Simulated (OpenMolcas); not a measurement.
3d² along the 20-electron sequence

| Item | Value |
| --- | --- |
| Program | OpenMolcas 26.06 |
| Method | CASSCF |
| Basis | ANO-R3 |
| Scalar Hamiltonian | X2C, finite nucleus |
| Spin-orbit coupling | state interaction with AMFI integrals over the reference wave functions, term energies averaged over their components |

Active space for each ion: 2 electrons in 5 orbitals (3d).

Computed levels in cm-1 above ³F₂:

| Level | Ti2+ | V3+ | Cr4+ | Mn5+ | Co7+ |
| --- | --- | --- | --- | --- | --- |
| ³F₃ | 194 | 330 | 496 | 730 | 1387 |
| ³F₄ | 446 | 757 | 1132 | 1659 | 3112 |
| ¹D₂ | 11334 | 14046 | 16483 | 18818 | 23525 |
| ³P₀ | 13554 | 16602 | 19306 | 21866 | 26913 |
| ³P₁ | 13621 | 16717 | 19481 | 22127 | 27427 |
| ³P₂ | 13762 | 16965 | 19865 | 22716 | 28632 |
| ¹G₄ | 17457 | 21591 | 25273 | 28793 | 35854 |
| ¹S₀ | 42316 | 52420 | 61304 | 69654 | 86037 |
| weight of ³F in the lowest level (%) | 100 | 100 | 100 | 100 | 100 |

Measured, with the error of the calculation in %. Measured levels: Ti2+ from Corliss and Sugar, J. Phys. Chem. Ref. Data 8, 1 (1979); V3+ from Sugar and Corliss, J. Phys. Chem. Ref. Data 7, 1191 (1978); Cr4+ from Sugar and Corliss, J. Phys. Chem. Ref. Data 6, 317 (1977); Mn5+ from Corliss and Sugar, J. Phys. Chem. Ref. Data 6, 1253 (1977); Co7+ from Sugar and Corliss, J. Phys. Chem. Ref. Data 10, 1097 (1981).

```csv
Level,Ti2+,V3+,Cr4+,Mn5+,Co7+
³F₃,185 (+4.7),325 (+1.4),508 (-2.5),746 (-2.1),1430 (-3.0)
³F₄,420 (+6.2),735 (+3.1),1142 (-0.8),1669 (-0.6),3144 (-1.0)
¹D₂,8474 (+33.8),10959 (+28.2),13188 (+25.0),15336 (+22.7),19624 (+19.9)
³P₀,10538 (+28.6),,15492 (+24.6),17782 (+23.0),22304 (+20.7)
³P₁,10604 (+28.5),13239 (+26.3),15677 (+24.3),18057 (+22.5),22839 (+20.1)
³P₂,10721 (+28.4),13458 (+26.1),16041 (+23.8),18628 (+21.9),24055 (+19.0)
¹G₄,14398 (+21.2),18391 (+17.4),22019 (+14.8),25511 (+12.9),32360 (+10.8)
¹S₀,32476 (+30.3),42462 (+23.5),51146 (+19.9),,74247 (+15.9)
```

The fine-structure level ³F₄ changes by a factor of 6.98 from Ti2+ to Co7+. Its fourth root runs 4.60, 5.25, 5.80, 6.38, 7.47, with steps per unit of Z of 0.65, 0.56, 0.58, 0.54; equal steps would mean a (Z - σ)^4 law with constant σ.

¹D₂ changes by a factor of 2.08 over the same range, with steps per unit of Z of +2710, +2440, +2340, +2350 cm-1.

Without dynamic correlation excited terms often stand tens of per cent too high (terms of higher spin than the ground term too low), and those without a measured partner can miss by more than the paired ones. Computed and measured levels are paired by configuration, term and J; levels that our copy of the source lacks, or whose pairing is in doubt (as where it misses far off the trend of its configuration), stay unpaired and out of the deviations. Only configurations of the active space appear.
